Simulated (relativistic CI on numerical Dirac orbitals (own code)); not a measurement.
Nd42+: q coefficients and field-shift factors

Calculated at this level of theory: Dirac-Coulomb-Breit CI, orbitals from a KLI potential per configuration, derivatives by finite differences, unscaled Slater integrals, QED left out (own radial code, finite nucleus).

CI space (outside the closed core [Ne]): 3s2 3p6, 3s2 3p5 3d, 3s 3p6 3d, 3p6 3d2, 3p5 3d3. Double excitations out of closed p, d and f shells are left out; levels of such configurations are missing from the list, as are those of other unlisted configurations, and high levels can miss mixing partners.

With x = (α/α₀)² − 1 an excitation energy changes as ω = ω₀ + qx; K = 2q/ω₀ is the relative enhancement. Terms are leading LS components, so labels can repeat. The field-shift factor is F = δν/δ⟨r²⟩ for the transition from the lowest level.

Lowest level 3s2 3p6 1S_0.

| Level | ω₀ (cm⁻¹) | q (cm⁻¹) | F (GHz/fm²) |
| --- | --- | --- | --- |
| 3s2 3p5 3d 3P°_0 | 1454436 | 53430 | 6.2 |
| 3s2 3p5 3d 3P°_1 | 1513117 | 72180 | 6.4 |
| 3s2 3p5 3d 3F°_3 | 1554831 | 52330 | 6.32 |
| 3s2 3p5 3d 3D°_2 | 1577965 | 58510 | 6.38 |
| 3s2 3p5 3d 3F°_4 | 1740604 | 282900 | 9.15 |
| 3s2 3p5 3d 1D°_2 | 1772050 | 288800 | 8.81 |
| 3s2 3p5 3d 3D°_3 | 1846368 | 285800 | 9.42 |
| 3s2 3p5 3d 3D°_1 | 2016665 | 341200 | 4.61 |
| 3s2 3p5 3d 3F°_2 | 2551705 | 1.196e+06 | -54.2 |
| 3s2 3p5 3d 3P°_2 | 2790847 | 1.43e+06 | -51.2 |
| 3s2 3p5 3d 3F°_3 | 2821591 | 1.434e+06 | -51.5 |
| 3s2 3p5 3d 1P°_1 | 2821800 | 1.149e+06 | -49.5 |
| 3s 3p6 3d 3D_1 | 3860635 | 1.365e+06 | -1760 |

At this charge energies of transitions that change n are usually good to better than 1 %, and those within a shell (Δn = 0) to a few per cent.

Question: Which transition from the lowest level has the largest |K|?

Answer: 3s2 3p5 3d 3P°_2 at 2790847 cm⁻¹, K = 1.02.
